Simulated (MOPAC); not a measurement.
MOPAC input (PM7):

```
PM7 1SCF UHF MS=0.5 GEO-OK AUX(PRECISION=9) THREADS=1
NO2

N     0.01342500 1   -0.00536000 1   -0.32055200 1
O     1.05221000 1    0.29165200 1    0.17971700 1
O    -1.06395600 1   -0.28696200 1    0.10076600 1
```

From the output:

```
                                                       MOPAC v23.2.5 Linux

          FINAL HEAT OF FORMATION =         -4.65149 KCAL/MOL =     -19.46184 KJ/MOL

          COSMO AREA              =         63.85 SQUARE ANGSTROMS
          COSMO VOLUME            =         44.55 CUBIC ANGSTROMS

          IONIZATION POTENTIAL    =         10.871407 EV
          ALPHA SOMO LUMO (EV)    =        -10.871 -0.638
          BETA  SOMO LUMO (EV)    =        -11.867 -1.494
          NO. OF ALPHA ELECTRONS  =          9
          NO. OF BETA  ELECTRONS  =          8
          MOLECULAR WEIGHT        =         46.0055         POINT GROUP:  C2v

          MOLECULAR DIMENSIONS (Angstroms)

            Atom       Atom       Distance
            O     3    O     2     2.19526
            N     1    O     3     0.46126
            N     1    O     2     0.00000

          SCF CALCULATIONS        =          1

   ATOM   CHEMICAL          X               Y               Z
  NUMBER   SYMBOL      (ANGSTROMS)     (ANGSTROMS)     (ANGSTROMS)

     1       N          0.01342500  *  -0.00536000  *  -0.32055200  *
     2       O          1.05221000  *   0.29165200  *   0.17971700  *
     3       O         -1.06395600  *  -0.28696200  *   0.10076600  *

                             CARTESIAN COORDINATES

   1    N        0.013425000    -0.005360000    -0.320552000
   2    O        1.052210000     0.291652000     0.179717000
   3    O       -1.063956000    -0.286962000     0.100766000

           Empirical Formula: N O2  =     3 atoms

      MOLECULAR POINT GROUP   :   C2v

          ALPHA EIGENVALUES
 -37.58674 -33.30954 -25.89915 -19.18714 -18.05354 -17.91753 -12.79523 -12.46760
 -10.87141  -0.63816   1.55634   3.84618

           BETA EIGENVALUES
 -36.76632 -32.17708 -24.26979 -18.07216 -17.63129 -16.86749 -12.20572 -11.86717
  -1.49409  -0.10832   1.94533   5.23789

              NET ATOMIC CHARGES AND DIPOLE CONTRIBUTIONS

  ATOM NO.   TYPE          CHARGE      No. of ELECS.   s-Pop       p-Pop
    1          N           0.378742        4.6213     1.65878     2.96248
    2          O          -0.189371        6.1894     1.93457     4.25480
    3          O          -0.189371        6.1894     1.93457     4.25480
 DIPOLE           X         Y         Z       TOTAL
 POINT-CHG.     0.035    -0.014    -0.838     0.839
 HYBRID        -0.025     0.010     0.587     0.587
 SUM            0.011    -0.004    -0.252     0.252

          ATOMIC ORBITAL ELECTRON POPULATIONS

     Atom    s        px        py        pz
    1  N   1.65878   0.96438   0.90811   1.08999
    2  O   1.93457   1.19547   1.51794   1.54140
    3  O   1.93457   1.15281   1.52260   1.57939

                    (SZ)    =    0.500000
                    (S**2)  =    0.763284

          ATOMIC ORBITAL SPIN POPULATIONS

    Atom   Total    s     px     py     pz
         Atomic
    1  N  0.3480  0.128 -0.020  0.015  0.225
    2  O  0.3260  0.001 -0.012 -0.007  0.344
    3  O  0.3260  0.001  0.009 -0.009  0.326

 **********************
 *                    *
 * JOB ENDED NORMALLY *
 *                    *
 **********************

 == MOPAC DONE ==
```

The geometry given is a B3LYP-D3(BJ)/def2-TZVP minimum.
